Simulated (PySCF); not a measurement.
Do core-level shifts follow atomic charges?

C₄H₂NPS.
Structure used (GFN2-xTB), in Å, numbered top down from 1:
```xyz
9
C4H2NPS angstrom
N      3.1846   -0.5426   -0.2748
C      2.0530   -0.3778   -0.1867
C      0.6639   -0.1912   -0.0819
C      0.1311    1.0158    0.2707
S     -1.5673    1.1106    0.3633
C     -1.8239   -0.5282   -0.0771
P     -0.4821   -1.5253   -0.4044
H      0.7017    1.9004    0.4918
H     -2.8474   -0.8558   -0.1261
```

Binding energies: delta-SCF UKS SCAN, pcX-2 on the ionised atom, pcseg-1 elsewhere, spin-free X2C in PySCF 2.14.0. Charges: PBE0/pcSseg-1 ground-state density, for the ionised atom.

```json
{"atom": "C6", "environment": "aromatic CH next to a ring sulfur", "C 1s (eV)": "291.28", "Mulliken (e)": "-0.553", "IAO (e)": "-0.570", "Hirshfeld (e)": "-0.134", "ESP (e)": "-0.292"}
{"atom": "C4", "environment": "aromatic CH next to a ring sulfur", "C 1s (eV)": "291.67", "Mulliken (e)": "-0.149", "IAO (e)": "-0.280", "Hirshfeld (e)": "-0.053", "ESP (e)": "-0.319"}
{"atom": "C3", "environment": "substituted aromatic carbon", "C 1s (eV)": "291.70", "Mulliken (e)": "-0.479", "IAO (e)": "-0.275", "Hirshfeld (e)": "-0.067", "ESP (e)": "+0.062"}
{"atom": "C2", "environment": "nitrile carbon", "C 1s (eV)": "292.08", "Mulliken (e)": "+0.174", "IAO (e)": "+0.142", "Hirshfeld (e)": "+0.064", "ESP (e)": "+0.353"}
```

Question: How well does each charge scheme correlate with the binding energies over these sites?

Answer: IAO: r = 0.99, slope 1.1 eV per e; Hirshfeld: r = 0.98, slope 3.9 eV per e; Mulliken: r = 0.87, slope 0.8 eV per e; ESP: r = 0.84, slope 0.9 eV per e. On 4 points no scheme stands out.

Question: The point-charge model writes a binding energy as kq + V + constant, with V the potential of the other atoms' charges at the site. What does it give with the IAO charges?

Answer: V = Σ 14.40 eV Å × q/r over all other atoms: +7.06 eV at C6, +2.87 eV at C4, +1.56 eV at C3, -4.35 eV at C2. Fitting binding energy − V to q gives k = 17.1 eV per e and leaves an rms residual of 0.45 eV, against 0.04 eV for the fit on q alone. The model has no term for differences in relaxation between sites.

Isolated species at its GFN2-xTB geometry, gas phase.
